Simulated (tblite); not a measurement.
C4H12N2Si.
Geometry (GFN2-xTB, Å), atoms numbered from 1 in this order:
```
atom  x, y, z in Å
C1     0.2052    2.3601    0.2939
C2    -0.3986    1.2563    0.7252
N3    -0.0594   -0.0379    0.4057
C4    -1.0618   -1.0771    0.5158
C5    -2.1157   -1.0268   -0.5926
N6     0.8754   -0.2537   -0.6147
Si7    2.5275   -0.5101   -0.1845
H8    -0.0986    3.3253    0.6532
H9     1.0283    2.3373   -0.3981
H10   -1.2180    1.3139    1.4291
H11   -1.5414   -0.9786    1.4933
H12   -0.5336   -2.0333    0.4814
H13   -2.6263   -0.0656   -0.5844
H14   -2.8497   -1.8155   -0.4485
H15   -1.6456   -1.1636   -1.5639
H16    0.6325    0.2217   -1.4779
H17    3.1988    0.6091    0.4859
H18    3.1646   -0.7900   -1.4703
H19    2.5067   -1.6622    0.7154
```

Calculated harmonic vibrations of the isolated species, GFN2-xTB (tblite), most abundant isotopes, no scaling. Errors from tens to a few hundred cm⁻¹ against measured bands are possible. Modes of hydrogen on silicon can be 10 to 20 % off. One conformer, not necessarily the lowest.

Harmonic wavenumbers (cm⁻¹): 59.4, 81.5, 100.2, 109.5, 172.9, 203.5, 242.3, 284.4, 373.3, 438.2, 473.7, 557.2, 586.6, 600.3, 643.3, 744.1, 768.3, 791.3, 807.3, 819.8, 829.2, 901.0, 981.3, 992.7, 1054.3, 1075.4, 1102.4, 1181.3, 1229.5, 1299.3, 1321.2, 1329.3, 1341.2, 1399.5, 1422.1, 1460.9, 1492.8, 1501.0, 1696.5, 2214.4, 2266.6, 2269.9, 2960.2, 2972.4, 3030.1, 3038.5, 3041.7, 3058.4, 3121.7, 3153.2, 3318.7.

A = 2692, B = 1557, C = 1111 MHz; mass 116.077 u (most abundant isotopes); point group C1, symmetry number 1.

Task: Zero-point energy?

Result: ½Σν̃ = 33457 cm⁻¹ = 95.66 kcal/mol.

Task: Entropy at 273.15 K, 1 bar (ideal gas, RRHO, classical rotation)?

Result: Translation 39.75, rotation 28.36, vibration 26.80: S = 94.9 cal/(mol K).

Task: And Cp and H(273.15 K) − H(0)?

Result: Cp = 36.38 cal/(mol K), of which vibrations give 28.44 (their classical limit is 51 R = 101.3); H(273.15 K) − H(0) = 6.10 kcal/mol without the zero-point energy, 3.93 from vibrations.

Task: Which modes carry the vibrational entropy at 273.15 K?

Result: 59.4 cm⁻¹: 4.30; 81.5 cm⁻¹: 3.68; 100.2 cm⁻¹: 3.28; 109.5 cm⁻¹: 3.11; 172.9 cm⁻¹: 2.24; 203.5 cm⁻¹: 1.94 cal/(mol K); the other 45 give 8.24 together.

Task: What must be added to the electronic energy to get the Gibbs energy at 273.15 K and 1 bar?

Result: ZPE + [H(273.15 K) − H(0)] − T·S = 95.66 + 6.10 − 25.93 = 75.83 kcal/mol.

Hindered rotation and anharmonicity are outside this model. Other conformers, if any are populated, would add a mixing term that is left out. The structure is chiral; the term R ln 2 for an equal mix with its mirror image is left out.
